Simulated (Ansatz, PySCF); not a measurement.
Species: C$_{3}$H$_{8}$As (charge 0, doublet). It need not be the lowest isomer of its formula. 
Geometry from a B3LYP-D3(BJ)/def2-TZVP (Ansatz, a first-principles code) optimisation:
SMILES: C[C](C)[AsH2]
```xyz
12

C     -0.8349    -0.0970     0.3580
C     -1.0224    -1.0774     1.4659
C     -2.0141     0.2397    -0.4906
As     0.9445     0.1969    -0.3462
H     -1.2039    -2.0954     1.0884
H     -1.8982    -0.8134     2.0688
H     -0.1592    -1.1298     2.1315
H     -2.3236    -0.6083    -1.1204
H     -1.8258     1.0836    -1.1564
H     -2.8788     0.4889     0.1343
H      0.7426     1.6666    -0.7128
H      1.6071     0.5184     0.9927
```
Charge 0, spin multiplicity 2.

Quantity: atomisation energy (electronic, to ground-state atoms), in kJ/mol. Correlated levels leave the core frozen unless marked. UHF or UKS for open shells. Spin-orbit coupling is left out. The frozen core is the preceding noble-gas configuration, with the filled d and f shells of earlier blocks. No relativistic terms. The coupled-cluster limit lacks core correlation, which all-electron functionals hold. Basis-set limits of correlation are two-point, X^-3; Hartree-Fock from the larger set. [CCSD(T)-MP2]/basis is that difference in the basis named.

| level | program | atomisation energy (kJ/mol) |
|---|---|---|
| BHLYP-D3(BJ)/def2-TZVPD | Ansatz + dftd3 | [?] |
| TPSSh-D3(BJ)/def2-TZVPD | PySCF + dftd3 | 4262.9 |
| r2SCANh/def2-TZVPD | Ansatz | [?] |
| LC-wPBE/def2-TZVPD | Ansatz | [?] |
| wB97X/def2-TZVPD | Ansatz | 4222.5 |
| B2GP-PLYP-D4/def2-TZVPD | Ansatz + dftd4 | 4134.3 |
| B2PLYP/def2-TZVPD | Ansatz | 4138.4 |
| SCS-MP2/STO-3G | Ansatz | 4436.0 |
| CCSD/STO-3G | Ansatz | 4487.7 |
| CCSD/cc-pVDZ | Ansatz | [?] |
| CCSD/cc-pVTZ | Ansatz | 4031.7 |
| RI-MP2/CBS(cc-pVTZ,cc-pVQZ)+[CCSD(T)-MP2]/cc-pVTZ | Ansatz | 4183.7 |

**Question.** What belongs in the gaps?

**Answer.** 
- BHLYP-D3(BJ)/def2-TZVPD, atomisation energy (kJ/mol): 4130.9
- r2SCANh/def2-TZVPD, atomisation energy (kJ/mol): 4200.9
- LC-wPBE/def2-TZVPD, atomisation energy (kJ/mol): 4179.7
- CCSD/cc-pVDZ, atomisation energy (kJ/mol): 3840.9
